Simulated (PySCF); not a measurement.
Gas-phase reaction: 2 GaHCl2 + CH3C(CH3)2CH3 + 3 CH4 ⇌ 2 GaH(CH3)2 + 4 CH3Cl

Computed with PySCF and rigid-rotor harmonic-oscillator thermochemistry at 1 bar. † marks an energy on the PBE0/def2-TZVP geometry and frequencies; other levels use their own. MP2 and CCSD(T) freeze the core. All species are closed-shell singlets. Ga: all electrons, no relativistic terms. Methyl groups turn as free rotors in GaH(CH3)2. GaHCl2, GaH(CH3)2: computed as isolated molecules; such fragments, hydroxides, amides, oligomers or adducts are transient or little studied in the gas. MP2 isn't extrapolated to the basis-set limit; its ΔH°(298 K) is 761.5 kJ in def2-SVP and 671.5 kJ in def2-TZVPP. CCSD(T) isn't extrapolated to the basis-set limit. The harmonic model lacks anharmonicity and excited electronic states, which grow with temperature; levels with a mode under 35 cm⁻¹ are left out. Internal rotation in CH3C(CH3)2CH3 is treated as a harmonic vibration of one conformer, which makes the entropy rough.

```tsv
level	ΔE electronic, kJ	ΔH°(298 K), kJ	ΔS°(298 K), J/K	ΔG°(1000 K), kJ
CCSD(T)/def2-SVP†	769	750	111	643
HF/def2-TZVP†	719	700	111	593
MP2/def2-SVP†	781	761	111	654
PBE/def2-SVP	695	674	113	565
PBE0/def2-SVP†	718	698	111	591
ωB97X-V/def2-TZVP†	674	655	111	548
```
ΔH° is lowest at ωB97X-V/def2-TZVP† and highest at MP2/def2-SVP†. No reference value is set beside these.
